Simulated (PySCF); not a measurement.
**Be₂⁺, CCSD: how much the basis matters**

PySCF, ROHF reference; doublet, unpaired electrons σ ↑; De to Be⁺ + Be without counterpoise correction. Frozen cores follow the default of each basis and core potential.

| basis | relativity | functions | Re (Å) | ωe (cm⁻¹) | De (eV) | frozen orbitals |
| --- | --- | --- | --- | --- | --- | --- |
| aug-pcseg-1 | no relativity | 26 | 2.261 | 481 | 1.53 | 0 |
| cc-pVDZ | no relativity | 28 | 2.254 | 522 | 1.88 | 0 |
| aug-cc-pVDZ | no relativity | 46 | 2.256 | 518 | 1.90 | 0 |

Q: How does each smaller set differ from the one with most functions, aug-cc-pVDZ?

A: aug-pcseg-1: +0.5 pm, -7.1 % in ωe, -0.37 eV in De; cc-pVDZ: -0.2 pm, +0.8 % in ωe, -0.02 eV in De. All at CCSD; the set with most functions is neither the basis-set limit nor always the best.

Correlated steps freeze no core orbitals. Correlated levels converge slowly with the basis: in double zeta they bind strong bonds too weakly, by up to about 1 eV, and carry superposition errors of some tenths. The state is the lowest determinant that a PBE0 search found; another state may lie lower at other levels.
